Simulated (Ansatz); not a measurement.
`[SiH3]C[SiH2][TeH]` + H₂Se → `[SiH3]C[SiH2][SeH]` + H₂Te  (ligand exchange at the Si–Te bond)

Calculated with Ansatz (gas phase, PBE0-D4/def2-TZVP geometries, no zero-point term in ΔE). CBS: MP2 limit from def2 TZ/QZ plus the TZ coupled-cluster correction, frozen cores. Functionals use def2-TZVPP. B3LYP here is the variant with VWN-RPA as its local correlation; programs differ in this. Elements past krypton have def2 core potentials. For Se, Te outer-core shells are correlated without core-valence functions, which leaves a few kJ/mol of doubt a bond. Scalar relativity is left out up to krypton. Each species was taken in one conformer, which may not be the lowest.

`[SiH3]C[SiH2][TeH]`:

Cartesian coordinates in Å:
```
Si -1.518 -0.626 -0.541
C -0.352 0.833 -0.349
Si 1.434 0.366 -0.073
Te 1.721 -1.350 1.721
H -1.891 -1.178 0.784
H -2.758 -0.192 -1.241
H -0.875 -1.697 -1.349
H -0.394 1.450 -1.255
H -0.697 1.458 0.481
H 1.987 -0.301 -1.280
H 2.255 1.566 0.238
H 1.087 -0.329 2.864
```

H₂Se:

```xyz
3

Se    0.680   -0.034    0.067
H    -0.288   -0.601   -0.878
H    -0.392    0.635    0.811
```

`[SiH3]C[SiH2][SeH]`:

Z-matrix (Å, degrees):
```
Si
C 1 1.878
H 1 1.484 2 110.7
H 1 1.489 2 109.9 3 119.8
H 1 1.487 2 110.3 3 -120.8
Si 2 1.865 1 114.3 3 79.3
H 2 1.096 1 109.2 3 -160.0
H 2 1.095 1 109.0 3 -43.6
Se 6 2.284 2 112.5 1 -47.4
H 6 1.485 2 110.5 1 67.5
H 6 1.486 2 110.8 1 -171.1
H 9 1.470 6 93.2 2 -62.0
```

H₂Te:

Cartesian coordinates in Å:
```
Te -0.125 -0.203 0.740
H 0.838 0.911 -0.017
H -0.713 -0.708 -0.723
```

```tsv
level	ΔE (kJ/mol)	difference from CCSD(T)/CBS
PBE-D4	0.1	0.2
r2SCAN-D4	-2.7	-2.6
PBE0-D4	-0.4	-0.3
B3LYP-D4	-1.9	-1.8
ωB97X-V	-3.3	-3.2
ωB97M-V	-3.6	-3.5
B2PLYP	-3.3	-3.2
PBE	-1.4	-1.3
r2SCAN	-3.0	-2.9
PBE0	-1.8	-1.7
B3LYP	-4.3	-4.2
HF/def2-TZVPP	-6.9	-6.8
MP2/def2-TZVPP	-0.3	-0.2
SCS-MP2/def2-TZVPP	-2.4	-2.3
CCSD/def2-TZVPP	-4.4	-4.3
CCSD(T)/def2-TZVPP	-3.5	-3.4
HF/def2-QZVPP	-6.5	-6.4
MP2/def2-QZVPP	1.8	1.9
SCS-MP2/def2-QZVPP	-0.3	-0.2
HF/CBS(def2)	-6.5	-6.4
MP2/CBS(def2)	3.1	3.2
CCSD/CBS(def2)	-1.1	-1.0
CCSD(T)/CBS	-0.1	0
```

Largest T1 diagnostic among the species: 0.011.

In def2-TZVPP, CCSD(T) changes the Hartree–Fock value by +3.4 kJ/mol (the triples alone add +0.9 kJ/mol) and MP2 by +6.6 kJ/mol.
